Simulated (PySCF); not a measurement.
Shifts of the heteroatoms

Geometry:
```json
{"atom": "F1", "x (Å)": "1.784", "y (Å)": "-1.578", "z (Å)": "-0.470"}
{"atom": "C2", "x (Å)": "2.214", "y (Å)": "-0.356", "z (Å)": "-0.963"}
{"atom": "Si3", "x (Å)": "1.643", "y (Å)": "1.077", "z (Å)": "0.188"}
{"atom": "O4", "x (Å)": "0.039", "y (Å)": "1.297", "z (Å)": "0.139"}
{"atom": "C5", "x (Å)": "-1.009", "y (Å)": "0.468", "z (Å)": "0.366"}
{"atom": "C6", "x (Å)": "-1.201", "y (Å)": "-0.666", "z (Å)": "1.317"}
{"atom": "C7", "x (Å)": "-1.445", "y (Å)": "-0.857", "z (Å)": "-0.154"}
{"atom": "C8", "x (Å)": "-2.315", "y (Å)": "0.355", "z (Å)": "-0.347"}
{"atom": "H9", "x (Å)": "3.301", "y (Å)": "-0.429", "z (Å)": "-1.045"}
{"atom": "H10", "x (Å)": "1.800", "y (Å)": "-0.277", "z (Å)": "-1.972"}
{"atom": "H11", "x (Å)": "2.108", "y (Å)": "0.747", "z (Å)": "1.535"}
{"atom": "H12", "x (Å)": "2.085", "y (Å)": "2.346", "z (Å)": "-0.367"}
{"atom": "H13", "x (Å)": "-2.044", "y (Å)": "-0.651", "z (Å)": "1.999"}
{"atom": "H14", "x (Å)": "-0.307", "y (Å)": "-1.117", "z (Å)": "1.729"}
{"atom": "H15", "x (Å)": "-1.052", "y (Å)": "-1.569", "z (Å)": "-0.845"}
{"atom": "H16", "x (Å)": "-3.235", "y (Å)": "0.444", "z (Å)": "0.222"}
{"atom": "H17", "x (Å)": "-2.375", "y (Å)": "0.777", "z (Å)": "-1.342"}
```

Calculated, not measured (PySCF 2.14): structure optimised with GFN2-xTB, shieldings: GIAO PBE0/pcSseg-1. Isolated molecule, non-relativistic, single conformer, rapidly exchanging positions averaged.

Q: Predict the $^{19}$F NMR data.

A: 
```tsv
atoms	environment	σ (ppm)	δ (ppm)
F1	fluorine on an sp3 carbon	471.3	-264.7
```

Shieldings were converted by a linear fit to measured shifts: $^{19}$F: δ = 146.13 − 0.903σ +14.6 on sp3 carbon (rms 6.0 ppm, 223 shifts, 7.0 ppm with the 5 outliers that the fit left out vs CFCl3, solution or neat liquid). A few per cent of atoms miss by over 2 rms, more outside the fitted compound classes.

On a 400 MHz spectrometer $^{19}$F resonates near 376.4 MHz, so 1 ppm is 376.4 Hz.

Q: Predict the $^{29}$Si NMR data.

A: 
```json
{"atoms": "Si3", "environment": "silicon bonded to C, O, 2 H", "σ (ppm)": "375.2", "δ (ppm)": "-28.5"}
```

Shieldings were converted by a linear fit to measured shifts: $^{29}$Si: δ = 279.94 − 0.822σ (rms 8.9 ppm, 72 shifts, 25.8 ppm with the 6 outliers that the fit left out vs TMS, solution or neat liquid). Occasional misses reach two or three times the rms, and more in compound classes unlike the fitted ones.

On a 600 MHz spectrometer $^{29}$Si resonates near 119.2 MHz, so 1 ppm is 119.2 Hz.

Q: Where does $^{17}$O resonate?

A: 
| atoms | environment | σ (ppm) | δ (ppm) |
| --- | --- | --- | --- |
| O4 | oxygen bonded to C, Si | 323.8 | -28.2 |

Shieldings were converted by a linear fit to measured shifts: $^{17}$O: δ = 266.70 − 0.911σ (rms 10.7 ppm, 155 shifts, 12.2 ppm with the 3 outliers that the fit left out vs liquid water, solution or neat liquid). A few per cent of atoms miss by over 2 rms, more outside the fitted compound classes.

On a 500 MHz spectrometer $^{17}$O resonates near 67.8 MHz, so 1 ppm is 67.8 Hz.
